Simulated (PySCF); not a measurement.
Molecule: C9H9F3, SMILES FC(F)(F)CCc1ccccc1. Atoms near the plane z = 0.0 Å, at the GFN2-xTB optimised geometry (x, y, z in Å): F1 (-3.1, -2.6, -1.0), F4 (-1.2, -3.7, -1.0), C6 (-0.9, -1.0, 0.0), C7 (-0.1, 0.3, 0.0), C8 (-0.8, 1.6, 0.0), C9 (-0.1, 2.7, 0.0), C10 (1.3, 2.7, 0.0), C11 (2.0, 1.5, 0.0), C12 (1.3, 0.3, 0.0), H15 (-0.3, -1.7, 0.5), H16 (-1.8, -0.8, 0.5), H17 (-1.8, 1.6, 0.0), H18 (-0.6, 3.7, 0.0), H19 (1.9, 3.7, 0.0), H20 (3.1, 1.5, 0.0), H21 (1.8, -0.6, 0.0).

Level of theory: B3LYP/def2-SVP run with PySCF. Cells within 0.4 Å of a nucleus heavier than hydrogen are left out (blank, or x). The values are rescaled to run from 0 to 1.

```
|0000000000000000000000000|
|0000000000000000000000000|
|0000000001232112220000000|
|0000000013554345542000000|
|0000000025787567863100000|
|0000000025898789964100000|
|000000023579x99x864210000|
|000000245689x9xx875420000|
|0000013578999789988642000|
|0000013699xx8679x99752000|
|0000003578999889988641000|
|000000235689x9xx865420000|
|000000245689x99x864200000|
|0000003578998789964100000|
|0000013589xx8567753100000|
|0000134568998545542000000|
|0000356556787532210000000|
|0001467644555320000000000|
|0001466555543200000000000|
|0000245456653000000000000|
|0000012356652000000000000|
|0000000134431000000000000|
|0000000012200000000000000|
|0000000000000000000000000|
|0000000000000000000000000|
```
Scale: ten equal steps from 0.000 (start of '0') to 1.00 (end of '9'), in the order '0123456789'; x runs from -6.00 to 6.00, y from -6.00 (bottom) to 6.00 (top).

**Question.** Which quantity is mapped?
(A) electron localisation function
(B) log10 of the electron density
(C) Laplacian of the electron density
(D) an orbital amplitude

**Answer.** B, log10 of the electron density. In full: log10 of the electron density (e/bohr³), floored at −4.
